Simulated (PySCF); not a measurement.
**Cu: excitation energy**

Cu [Ar] 3d10 4s1 (2S) → Cu [Ar] 3d10 4d1 (2D), as a difference of total energies. Computed with PySCF 2.14 in aug-cc-pwCVTZ-DK with one added diffuse shell each of s, p, d, f, g type (11s10p8d5f4g, 152 functions), with the spin-free X2C one-electron Hamiltonian (Gaussian nucleus). Correlated levels: valence: [Ar] frozen; valence and next inner shell: [Ne] frozen; nothing frozen. The calculations carry no spin-orbit coupling.

```tsv
method	excitation energy (eV)	error (eV)
UHF	5.242	-0.950
LDA	6.877	+0.685
PBE	6.501	+0.309
PBE0	6.197	+0.005
r2SCAN	6.550	+0.358
MP2 (valence)	6.321	+0.129
SCS-MP2 (valence)	6.153	-0.039
MP2 (valence and next inner shell)	6.412	+0.220
SCS-MP2 (valence and next inner shell)	6.212	+0.020
MP2 (all electrons)	6.409	+0.217
SCS-MP2 (all electrons)	6.210	+0.018
```

Reference: 6.192 eV (measured; NIST levels, between the centres of gravity of the two terms).
